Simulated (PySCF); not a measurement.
Aluminium: a sound run and one with changed settings

Sound run: Al⁺ [Ne] 3s2, Al²⁺ [Ne] 3s1. Computed with PySCF 2.14 in 6-31G* (4s3p1d, 18 functions), with no relativity, point nucleus. In the sound run the correlated levels freeze [Ne]. The sound run starts from symmetry-adapted Hartree-Fock orbitals and uses a fine grid where one is needed.

Changed run: initial guess minao, at most 50 SCF cycles.

```json
{"species": "Al⁺", "method": "UHF", "sound run (hartree)": "-241.65205", "changed run (hartree)": "-241.65205", "converged": "yes"}
{"species": "Al⁺", "method": "M06-2X", "sound run (hartree)": "-242.10821", "changed run (hartree)": "-242.10821", "converged": "yes"}
{"species": "Al⁺", "method": "CCSD(T)", "sound run (hartree)": "-241.69097", "changed run (hartree)": "-241.69097", "converged": "yes"}
{"species": "Al²⁺", "method": "M06-L", "sound run (hartree)": "-241.42454", "changed run (hartree)": "-241.42454", "converged": "yes"}
```

Here the plain start reaches the same solutions.
